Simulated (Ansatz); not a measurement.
A made-up structure of CH2BBr, closed shell:

```tsv
atom	x (Å)	y (Å)	z (Å)
C1	-0.2630	0.5248	-0.3568
B2	0.2642	-0.5278	0.3586
Br3	0.9663	-1.9283	1.3109
H4	0.6822	0.4662	0.7582
H5	0.2525	0.9610	-1.2057
```

It is relaxed with PBE-D4/def2-SVP and then PBE0-D4/def2-TZVP (Ansatz 0.2.0). Atoms count as bonded within 1.22 times the sum of their covalent radii (H–H: 0.88 Å). The end point is not checked to be a true minimum.

Task: Does its bonding change? (A judgement: the text doesn't fix the answer.)

Result: The calculation gives: Yes. Formed: C1–H4; broken: B2–H4.

Where it ends: The first stage lowers the energy by 1.89 eV in 11 steps. It ends as CH₂BBr ([CH2][B][Br]):
```
5
angstrom
C 0.3029 0.5261 -0.0968
B 0.4584 -0.7312 0.4443
Br 0.6652 -2.4043 1.1645
H 0.5576 1.4262 0.4526
H -0.0819 0.6792 -1.0995
```

Labels in which every atom is bracketed show which atoms are joined, not bond orders.

For scale, one of the runs: PBE0-D4/def2-TZVP relaxation, 122 basis functions, launched by `ansatz run in.yaml --threads 2 --pin off --events-out ev --progress --plain --max-ram 4352MiB`. The run took about 13 s on 2 CPU threads of an Arm Neoverse V2 (shared host).
